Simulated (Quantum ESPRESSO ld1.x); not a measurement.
The nuclear charge of the krypton ion Kr+ is varied continuously with 35 electrons held in [Ar] 3d10 4s2 4p5. Calculated with ld1.x of Quantum ESPRESSO 7.5: scalar-relativistic Kohn-Sham, PBE, spin-unpolarised, spherical densities, point nucleus. By the Hellmann-Feynman theorem dE/dZ = E(electron-nucleus)/Z, the electronic potential at the nucleus. The scalar-relativistic energy here is not variational (the density holds large components alone), so the two differ by a part that grows with Z.

| Z | E (hartree) | E(electron-nucleus)/Z (hartree) | HOMO | e(HOMO) (eV) | <r> HOMO (bohr) |
|---|---|---|---|---|---|
| 35.5 | -2697.207 | -183.037 | 4p | -13.366 | 1.952 |
| 36 | -2789.741 | -186.503 | 4p | -19.548 | 1.828 |
| 36.5 | -2884.016 | -189.967 | 4p | -26.351 | 1.725 |
| 37 | -2980.030 | -193.431 | 4p | -33.739 | 1.637 |

The central difference of E at Z = 36 is -186.809 hartree, to compare with the third column; the second derivative is -6.96 hartree.
